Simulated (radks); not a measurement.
Charge is removed step by step from the 2s1/2 level of Co19+, starting from [He] 2s2 2p4. Method: Dirac Kohn-Sham, PBE, spin-unpolarised, spherical densities, finite nucleus; open shells fill j = l - 1/2 first; Fermi nuclear charge, rms radius 3.7875 fm; computed with a radial shooting solver on a logarithmic mesh with Libxc functionals.

[
 {"removed (e)": "0", "E - E(0) (eV)": "0.000", "eigenvalue (eV)": "-1669.8", "E minus straight line (eV)": "0.000"},
 {"removed (e)": "0.25", "E - E(0) (eV)": "420.35", "eigenvalue (eV)": "-1693.0", "E minus straight line (eV)": "-8.695"},
 {"removed (e)": "0.5", "E - E(0) (eV)": "846.49", "eigenvalue (eV)": "-1716.1", "E minus straight line (eV)": "-11.603"},
 {"removed (e)": "0.75", "E - E(0) (eV)": "1278.4", "eigenvalue (eV)": "-1739.4", "E minus straight line (eV)": "-8.709"},
 {"removed (e)": "1", "E - E(0) (eV)": "1716.2", "eigenvalue (eV)": "-1762.7", "E minus straight line (eV)": "0.000"}
]

Removing the whole electron costs 1716.2 eV by Delta-SCF, against 1669.8 eV from minus the eigenvalue at the starting occupation. Slater's transition state (half an electron removed) gives 1716.1 eV. Integrating minus the eigenvalue over the occupation (Janak's theorem) gives 1716.2 eV. The mean slope of the eigenvalue, de/dn, is 92.8 eV per electron.
